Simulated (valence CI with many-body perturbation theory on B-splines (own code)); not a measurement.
**Rb¹³⁺: configurations and terms from energies and g**

Calculated by valence CI with perturbative core correlation (CI+MBPT): six valence electrons over a frozen Dirac-Fock core [Ar], a basis of 7 s, 7 p, 8 d, 6 f, 4 g, 1 h functions for each j, with the one-electron correlation potential Σ1, the two-electron term Σ2, the three-electron term Σ3, Breit, model QED; selected CI, second order for the rest, scaled by the run's own slope (own B-spline code, finite nucleus).

No measured levels were compared; by estimate terms of the open shell hold to 2 to 4 % of their energy, and close levels can change places. Core correlation moves these levels by up to 6200 cm⁻¹, and in measured spectra 5 to 20 % of such shifts remained as error; rates that hang on mixing are uncertain with them. Among the levels kept, up to 670 cm⁻¹ of a level comes from second order outside the variational space, and about a tenth of that is noise between levels of different J, which matters for small intervals. Only levels of the ground parity were solved; by the run's estimate the other parity begins above the list, which can be wrong where configurations are misplaced.

| No. | J | Parity | E (eV) | g |
| --- | --- | --- | --- | --- |
| 1 | 4 | even | 0.0000 | 1.491 |
| 2 | 3 | even | 0.8569 | 1.494 |
| 3 | 2 | even | 1.260 | 1.494 |
| 4 | 1 | even | 1.574 | 1.496 |
| 6 | 2 | even | 6.507 | 1.479 |
| 8 | 6 | even | 6.765 | 1.157 |
| 9 | 5 | even | 6.951 | 1.074 |
| 10 | 3 | even | 7.748 | 1.022 |
| 12 | 2 | even | 8.022 | 0.689 |
| 13 | 1 | even | 8.788 | 1.442 |
| 15 | 5 | even | 8.908 | 1.157 |
| 16 | 4 | even | 9.463 | 1.057 |
| 17 | 3 | even | 9.723 | 0.820 |
| 18 | 2 | even | 10.656 | 1.156 |

Energies count from the lowest level. Strongly mixed levels and levels close to another of their J and parity, and those with J = 0 are left out, so the numbers can have gaps.

Q: Give configuration and LS term of each level.

A: 1: 3d6 5D; 2: 3d6 5D; 3: 3d6 5D; 4: 3d6 5D; 6: 3d6 3P; 8: 3d6 3H; 9: 3d6 3H; 10: 3d6 3F; 12: 3d6 3F; 13: 3d6 3P; 15: 3d6 3G; 16: 3d6 3G; 17: 3d6 3G; 18: 3d6 3D.
